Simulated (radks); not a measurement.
Results of a calculation; reference values are marked as such.
P3+, configuration [Ne] 3s2 (the NIST ground configuration). Level of theory: scalar-relativistic Kohn-Sham, LDA (Slater exchange, Perdew-Wang correlation), spin-polarised, spherical densities, point nucleus (a radial shooting solver on a logarithmic mesh with Libxc functionals).

X-ray form factor f0, the Fourier transform of the density (f0(0) = 12):

sin(theta)/lambda (1/angstrom),f0 (electrons)
0.05,11.841
0.1,11.402
0.15,10.775
0.2,10.068
0.25,9.366
0.3,8.717
0.4,7.603
0.5,6.652
0.6,5.779
0.8,4.244
1,3.104
1.25,2.222
1.5,1.747
2,1.333
